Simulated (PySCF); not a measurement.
# Bond curve of GeC⁻

Set-up: PySCF, spin-free X2C with a Gaussian nucleus, basis sets Ge aug-cc-pVDZ-DK, C aug-cc-pVDZ-DK. Energies in eV from Ge + C⁻ in their ground configurations at the same level. State: ²Σ⁺ (doublet), unpaired electrons σ ↑.

All columns are LC-ωPBE. A positive dipole points towards C; it is taken about the centre of mass and depends on that origin.

```tsv
R (Å)	E (eV)	μ (D)	Mulliken charge on Ge (basis-dependent)	HOMO (eV)	LUMO (eV)	Mayer bond order	⟨S²⟩
1.508	-2.786	-2.73	-0.45	-3.02	4.47	2.89	0.79
1.578	-3.474	-3.01	-0.44	-2.83	4.44	2.78	0.81
1.648	-3.831	-3.25	-0.43	-2.65	4.40	2.66	0.85
1.700	-3.940	-3.37	-0.42	-2.52	4.36	2.53	0.93
1.753	-3.953	-3.42	-0.41	-2.40	4.33	2.36	1.05
1.806	-3.901	-3.41	-0.40	-2.32	4.30	2.15	1.20
1.876	-3.767	-3.37	-0.39	-2.24	4.26	1.84	1.43
1.963	-3.545	-3.35	-0.37	-2.20	4.22	1.50	1.69
2.068	-3.248	-3.41	-0.35	-2.19	4.17	1.16	1.95
2.209	-2.853	-3.65	-0.33	-2.24	4.13	0.84	2.21
```

A fit through these points gives, at Re = 1.735 Å, μ = -3.41 D and dμ/dR = -0.611 D/Å; the reduced mass is 10.32 u.

Question: How strong is the fundamental in the double-harmonic approximation, I = 42.26·(dμ/dR)²/μred km/mol?

Answer: I = 42.26·(-0.611)²/10.32 = 1.53 km/mol at LC-ωPBE.

⟨S²⟩ is raised (GeC⁻ 1.00), so spin contamination touches these numbers. ⟨S²⟩ of the unrestricted solution departs from its pure value on part of the curve, where spin states mix. Spin–orbit coupling is left out. For an ion De counts to the pair picked by the measured ionisation energies or electron affinities, which need not be the lowest pair at this level. The state was picked by a PBE0 search and need not be the measured ground state.
